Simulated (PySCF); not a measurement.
Computed IR spectrum (relative IR intensity) of a molecule CH8FN3Si. Geometry optimised at B3LYP-D3(BJ)/def2-SVP. The values are those of a single conformer. Computed with B3LYP-D3(BJ)/def2-SVP (PySCF). Frequencies are harmonic and unscaled.

```json
[
 {"ν (cm⁻¹)": "187", "relative intensity": "3.5"},
 {"ν (cm⁻¹)": "253", "relative intensity": "4.3"},
 {"ν (cm⁻¹)": "291", "relative intensity": "2.9"},
 {"ν (cm⁻¹)": "308", "relative intensity": "4.9"},
 {"ν (cm⁻¹)": "367", "relative intensity": "80"},
 {"ν (cm⁻¹)": "374", "relative intensity": "6.4"},
 {"ν (cm⁻¹)": "392", "relative intensity": "52"},
 {"ν (cm⁻¹)": "412", "relative intensity": "85"},
 {"ν (cm⁻¹)": "457", "relative intensity": "91"},
 {"ν (cm⁻¹)": "765", "relative intensity": "5.7"},
 {"ν (cm⁻¹)": "859", "relative intensity": "66"},
 {"ν (cm⁻¹)": "914", "relative intensity": "81"},
 {"ν (cm⁻¹)": "940", "relative intensity": "100"},
 {"ν (cm⁻¹)": "1037", "relative intensity": "42"},
 {"ν (cm⁻¹)": "1231", "relative intensity": "2.7"},
 {"ν (cm⁻¹)": "1448", "relative intensity": "2.8"},
 {"ν (cm⁻¹)": "1532", "relative intensity": "27"},
 {"ν (cm⁻¹)": "1536", "relative intensity": "37"},
 {"ν (cm⁻¹)": "1546", "relative intensity": "19"},
 {"ν (cm⁻¹)": "3012", "relative intensity": "14"},
 {"ν (cm⁻¹)": "3068", "relative intensity": "15"},
 {"ν (cm⁻¹)": "3561", "relative intensity": "7.7"},
 {"ν (cm⁻¹)": "3565", "relative intensity": "9.1"},
 {"ν (cm⁻¹)": "3571", "relative intensity": "8.2"},
 {"ν (cm⁻¹)": "3652", "relative intensity": "8.0"},
 {"ν (cm⁻¹)": "3664", "relative intensity": "12"},
 {"ν (cm⁻¹)": "3667", "relative intensity": "9.2"}
]
```

Question: Which molecule gave these data?
A) NC[Si](N)(N)F
B) CN[Si](N)(N)F
C) N[Si](N)(N)CF

Answer: C, N[Si](N)(N)CF
